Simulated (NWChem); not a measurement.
System: MgSiH$_{4}$O$_{2}$; SMILES [SiH3][O][Mg][OH]

NWChem input:

```
start job
memory heap 200 mb stack 900 mb global 1100 mb
geometry units angstroms noautosym nocenter noautoz
  Mg     0.511938     1.151324     0.000000
  O      0.696530     2.897930     0.000000
  H      0.799256     3.842440     0.000000
  O      0.322862    -0.635436     0.000000
  Si     0.151394    -2.261630     0.000000
  H      0.788042    -2.880990    -1.208980
  H     -1.294467    -2.661417     0.000000
  H      0.788042    -2.880990     1.208980
end
basis spherical
  Mg library def2-svpd
  O library def2-svpd
  H library def2-svpd
  Si library def2-svpd
end
dft
  xc b3lyp
  iterations 150
end
tddft
  nroots 6
  notriplet
end
task tddft energy
```

NWChem printed, in part:

```
             Northwest Computational Chemistry Package (NWChem) 7.3.0
             --------------------------------------------------------

                             Geometry "geometry" -> ""
                             -------------------------

 Output coordinates in angstroms (scale by  1.889725989 to convert to a.u.)

  No.       Tag          Charge          X              Y              Z
 ---- ---------------- ---------- -------------- -------------- --------------
    1 Mg                  12.0000     0.51193800     1.15132400     0.00000000
    2 O                    8.0000     0.69653000     2.89793000     0.00000000
    3 H                    1.0000     0.79925600     3.84244000     0.00000000
    4 O                    8.0000     0.32286200    -0.63543600     0.00000000
    5 Si                  14.0000     0.15139400    -2.26163000     0.00000000
    6 H                    1.0000     0.78804200    -2.88099000    -1.20898000
    7 H                    1.0000    -1.29446700    -2.66141700     0.00000000
    8 H                    1.0000     0.78804200    -2.88099000     1.20898000

 Effective nuclear repulsion energy (a.u.)     176.5217547418

                                 NWChem DFT Module
                                 -----------------

 Summary of "ao basis" -> "ao basis" (spherical)
 ------------------------------------------------------------------------------
       Tag                 Description            Shells   Functions and Types
 ---------------- ------------------------------  ------  ---------------------
 Mg                        def2-svpd                 9       21   4s4p1d
 O                         def2-svpd                 9       23   4s3p2d
 H                         def2-svpd                 4        8   2s2p
 Si                        def2-svpd                10       24   5s3p2d

            General Information
            -------------------
          SCF calculation type: DFT
          Wavefunction type:  closed shell.
          No. of atoms     :     8
          No. of electrons :    46
           Alpha electrons :    23
            Beta electrons :    23
          Charge           :     0
          Spin multiplicity:     1
          Use of symmetry is: off; symmetry adaption is: off
          Maximum number of iterations: 150
          AO basis - number of functions:   123
                     number of shells:    53
          Convergence on energy requested:  1.00D-06
          Convergence on density requested:  1.00D-05
          Convergence on gradient requested:  5.00D-04

              XC Information
              --------------
                         B3LYP Method XC Potential
                     Hartree-Fock (Exact) Exchange  0.200
                        Slater Exchange Functional  0.800 local
                    Becke 1988 Exchange Functional  0.720 non-local
              Lee-Yang-Parr Correlation Functional  0.810
                  VWN I RPA Correlation Functional  0.190 local

             Grid Information
             ----------------
          Grid used for XC integration:  medium
          Radial quadrature: Mura-Knowles
          Angular quadrature: Lebedev.
          Tag              B.-S. Rad. Rad. Pts. Rad. Cut. Ang. Pts.
          ---              ---------- --------- --------- ---------
          Mg                  1.50       88          13.0       590
          O                   0.60       49          15.0       434
          H                   0.35       45          16.0       434
          Si                  1.10       88          14.0       590
          Grid pruning is: on
          Number of quadrature shells:   454
          Spatial weights used:  Erf1

      Superposition of Atomic Density Guess
      -------------------------------------

 Sum of atomic energies:        -639.65940286

      Non-variational initial energy
      ------------------------------

 Total energy =    -640.338651
 1-e energy   =   -1238.424847
 2-e energy   =     421.564441
 HOMO         =      -0.391689
 LUMO         =      -0.117870

   convergence    iter        energy       DeltaE   RMS-Dens  Diis-err
 ---------------- ----- ----------------- --------- --------- ---------
 d= 0,ls=0.0,diis     1   -642.1758947919 -8.19D+02  1.67D-02  1.37D+00
 d= 0,ls=0.0,diis     2   -641.7129414826  4.63D-01  1.04D-02  6.07D+00
 d= 0,ls=0.0,diis     3   -642.3302510885 -6.17D-01  9.84D-04  8.56D-03
 d= 0,ls=0.0,diis     4   -642.3311290601 -8.78D-04  3.31D-04  1.90D-03
 d= 0,ls=0.0,diis     5   -642.3313151941 -1.86D-04  1.09D-04  4.25D-04
  Resetting Diis
 d= 0,ls=0.0,diis     6   -642.3313555134 -4.03D-05  3.52D-05  1.22D-05
 d= 0,ls=0.0,diis     7   -642.3313568590 -1.35D-06  1.27D-05  3.27D-07
 d= 0,ls=0.0,diis     8   -642.3313568264  3.26D-08  4.15D-06  7.33D-07

         Total DFT energy =     -642.331356826438
      One electron energy =    -1242.711467474346
           Coulomb energy =      480.093227920110
    Exchange-Corr. energy =      -56.234872013988
 Nuclear repulsion energy =      176.521754741785

 Numeric. integr. density =       46.000009538008

                       DFT Final Molecular Orbital Analysis
                       ------------------------------------

 Vector   21  Occ=2.000000D+00  E=-2.956157D-01
              MO Center=  6.8D-01,  2.5D+00, -1.6D-05, r^2= 2.5D+00
   Bfn.  Coefficient  Atom+Function         Bfn.  Coefficient  Atom+Function
  ----- ------------  ---------------      ----- ------------  ---------------
    28      0.577538  2 O  pz                31      0.402788  2 O  pz
    59      0.105361  4 O  pz                34      0.087467  2 O  pz
    62      0.080757  4 O  pz                89     -0.077214  5 Si pz
    10      0.074899  1 Mg pz               100      0.072590  6 H  s
   116     -0.072558  8 H  s                  7      0.063887  1 Mg pz

 Vector   22  Occ=2.000000D+00  E=-2.869191D-01
              MO Center=  1.5D-02, -1.3D+00,  3.8D-06, r^2= 4.0D+00
   Bfn.  Coefficient  Atom+Function         Bfn.  Coefficient  Atom+Function
  ----- ------------  ---------------      ----- ------------  ---------------
    57      0.435852  4 O  px                60      0.323150  4 O  px
   108      0.279977  7 H  s                 26     -0.167685  2 O  px
    84     -0.140071  5 Si px               100     -0.139996  6 H  s
   116     -0.140000  8 H  s                109      0.136619  7 H  s
    29     -0.115035  2 O  px                87     -0.113073  5 Si px

 Vector   23  Occ=2.000000D+00  E=-2.869123D-01
              MO Center=  4.9D-01, -1.3D+00, -3.8D-06, r^2= 4.0D+00
   Bfn.  Coefficient  Atom+Function         Bfn.  Coefficient  Atom+Function
  ----- ------------  ---------------      ----- ------------  ---------------
    59      0.438257  4 O  pz                62      0.324937  4 O  pz
   100      0.242512  6 H  s                116     -0.242509  8 H  s
    28     -0.168524  2 O  pz                86     -0.140881  5 Si pz
   101      0.118383  6 H  s                117     -0.118382  8 H  s
    31     -0.115612  2 O  pz                89     -0.113744  5 Si pz

 Vector   24  Occ=0.000000D+00  E=-5.989057D-02
              MO Center=  5.1D-01,  1.1D+00, -3.8D-08, r^2= 6.7D+00
   Bfn.  Coefficient  Atom+Function         Bfn.  Coefficient  Atom+Function
  ----- ------------  ---------------      ----- ------------  ---------------
     3      1.499051  1 Mg s                  4      1.132336  1 Mg s
    56     -0.739570  4 O  s                 64     -0.644563  4 O  py
    25     -0.636160  2 O  s                 79     -0.383826  5 Si s
    33      0.245736  2 O  py                24     -0.241219  2 O  s
     2      0.234204  1 Mg s                 12     -0.208161  1 Mg py

[...]

                                NWChem TDDFT Module
                                -------------------

            General Information
            -------------------
           No. of orbitals :     246
            Alpha orbitals :     123
             Beta orbitals :     123
        Alpha frozen cores :       0
         Beta frozen cores :       0
     Alpha frozen virtuals :       0
      Beta frozen virtuals :       0
         Spin multiplicity :       1
    Number of AO functions :     123
        Use of symmetry is : off
      Symmetry adaption is : off
         Schwarz screening :  0.10D-07

              XC Information
              --------------
                  B3LYP Method XC Potential
              Hartree-Fock (Exact) Exchange   0.20
                 Slater Exchange Functional   0.80 local
             Becke 1988 Exchange Functional   0.72 non-local
       Lee-Yang-Parr Correlation Functional   0.81
           VWN I RPA Correlation Functional   0.19 local

             TDDFT Information
             -----------------
          Calculation type : TDDFT
         Wavefunction type : Restricted singlets
          No. of electrons :      46
           Alpha electrons :      23
            Beta electrons :      23
              No. of roots :       6
          Max subspacesize :    5200
            Max iterations :     100
               Target root :       1
           Target symmetry : none
      Symmetry restriction : off
                 Algorithm : Optimal
        Davidson threshold :  0.10D-03

    6 smallest eigenvalue differences (eV)
--------------------------------------------------------
  No. Spin  Occ  Vir  Irrep   E(Occ)    E(Vir)   E(Diff)
--------------------------------------------------------
    1    1   23   24 a        -0.287    -0.060     6.178
    2    1   22   24 a        -0.287    -0.060     6.178
    3    1   21   24 a        -0.296    -0.060     6.414
    4    1   20   24 a        -0.296    -0.060     6.414
    5    1   23   25 a        -0.287     0.002     7.873
    6    1   23   26 a        -0.287     0.002     7.873
--------------------------------------------------------

  Entering Davidson iterations
  Restricted singlet excited states

  Iter   NTrls   NConv    DeltaV     DeltaE      Time
  ----  ------  ------  ---------  ---------  ---------
    1      6       0     0.18E+00   0.10+100       30.2
    2     18       0     0.28E-01   0.95E-02       44.8
    3     30       0     0.19E-01   0.28E-02       43.5
    4     42       0     0.13E-01   0.66E-03       43.4
    5     54       0     0.50E-02   0.13E-03       49.5
    6     66       2     0.48E-02   0.67E-04       43.2
    7     74       4     0.20E-02   0.34E-04       35.0
    8     78       4     0.86E-03   0.25E-05       25.7
    9     82       4     0.45E-03   0.36E-06       25.6
   10     86       4     0.94E-03   0.76E-06       26.0
   11     90       5     0.60E-03   0.74E-06       25.1
   12     92       5     0.25E-03   0.19E-06       20.5
   13     94       6     0.93E-04   0.33E-07       20.7
  ----  ------  ------  ---------  ---------  ---------
  Convergence criterion met

  Ground state a        -642.331356826438 a.u.

  ----------------------------------------------------------------------------
  Root   1 singlet a              0.190811288 a.u.                5.1922 eV
  ----------------------------------------------------------------------------
     Transition Moments    X  0.00000   Y -0.00000   Z  0.06481
     Dipole Oscillator Strength                    0.0005342878
     Electric Quadrupole                           0.0000000886
     Magnetic Dipole                               0.0000000971
     Total Oscillator Strength                     0.0005344735

     Occ.   19  a   ---  Virt.   24  a    0.07596 X
     Occ.   21  a   ---  Virt.   24  a   -0.36124 X
     Occ.   23  a   ---  Virt.   24  a    0.92439 X
     Occ.   23  a   ---  Virt.   27  a    0.05487 X
  ----------------------------------------------------------------------------
  Root   2 singlet a              0.190815107 a.u.                5.1923 eV
  ----------------------------------------------------------------------------
     Transition Moments    X -0.06452   Y  0.00805   Z  0.00000
     Dipole Oscillator Strength                    0.0005378544
     Electric Quadrupole                           0.0000000881
     Magnetic Dipole                               0.0000000975
     Total Oscillator Strength                     0.0005380399

     Occ.   18  a   ---  Virt.   24  a   -0.07594 X
     Occ.   20  a   ---  Virt.   24  a    0.36139 X
     Occ.   22  a   ---  Virt.   24  a   -0.92433 X
     Occ.   22  a   ---  Virt.   27  a   -0.05480 X
  ----------------------------------------------------------------------------
  Root   3 singlet a              0.198443503 a.u.                5.3999 eV
  ----------------------------------------------------------------------------
     Transition Moments    X  0.00010   Y -0.00001   Z -0.64631
     Dipole Oscillator Strength                    0.0552625585
     Electric Quadrupole                           0.0000002162
     Magnetic Dipole                               0.0000012901
     Total Oscillator Strength                     0.0552640649

     Occ.   21  a   ---  Virt.   24  a    0.92896 X
     Occ.   23  a   ---  Virt.   24  a    0.35752 X
     Occ.   23  a   ---  Virt.   27  a    0.05696 X
  ----------------------------------------------------------------------------
  Root   4 singlet a              0.198446212 a.u.                5.4000 eV
  ----------------------------------------------------------------------------
     Transition Moments    X -0.64258   Y  0.06950   Z -0.00010
     Dipole Oscillator Strength                    0.0552660048
     Electric Quadrupole                           0.0000002248
     Magnetic Dipole                               0.0000012747
     Total Oscillator Strength                     0.0552675043

     Occ.   20  a   ---  Virt.   24  a    0.92890 X
     Occ.   22  a   ---  Virt.   24  a    0.35766 X
     Occ.   22  a   ---  Virt.   27  a    0.05694 X
  ----------------------------------------------------------------------------
  Root   5 singlet a              0.257494386 a.u.                7.0068 eV
  ----------------------------------------------------------------------------
     Transition Moments    X -0.00000   Y  0.00000   Z  0.01724
     Dipole Oscillator Strength                    0.0000510421
     Electric Quadrupole                           0.0000000012
     Magnetic Dipole                               0.0000000037
     Total Oscillator Strength                     0.0000510470

     Occ.   19  a   ---  Virt.   26  a    0.05265 X
     Occ.   20  a   ---  Virt.   25  a    0.23235 X
     Occ.   21  a   ---  Virt.   26  a   -0.33943 X
     Occ.   22  a   ---  Virt.   25  a   -0.47371 X
     Occ.   22  a   ---  Virt.   33  a   -0.05178 X
     Occ.   23  a   ---  Virt.   26  a    0.76321 X
     Occ.   23  a   ---  Virt.   32  a    0.07938 X
  ----------------------------------------------------------------------------
  Root   6 singlet a              0.257500447 a.u.                7.0069 eV
  ----------------------------------------------------------------------------
     Transition Moments    X -0.07556   Y  0.00818   Z -0.00000
     Dipole Oscillator Strength                    0.0009915426
     Electric Quadrupole                           0.0000000173
     Magnetic Dipole                               0.0000000601
     Total Oscillator Strength                     0.0009916200

     Occ.   20  a   ---  Virt.   26  a   -0.24255 X
     Occ.   21  a   ---  Virt.   25  a    0.24258 X
     Occ.   22  a   ---  Virt.   26  a    0.65457 X
     Occ.   22  a   ---  Virt.   32  a    0.06234 X
     Occ.   23  a   ---  Virt.   25  a   -0.65479 X
     Occ.   23  a   ---  Virt.   33  a   -0.06235 X

              Target root =      1
          Target symmetry = none
      Ground state energy =   -642.331356826438
        Excitation energy =      0.190811288484
     Excited state energy =   -642.140545537954

  stored tddft:energy   -642.14054553795404
```

Level: B3LYP/def2-SVPD, full TDDFT. Structure relaxed at the PBE0/def2-SVP level.
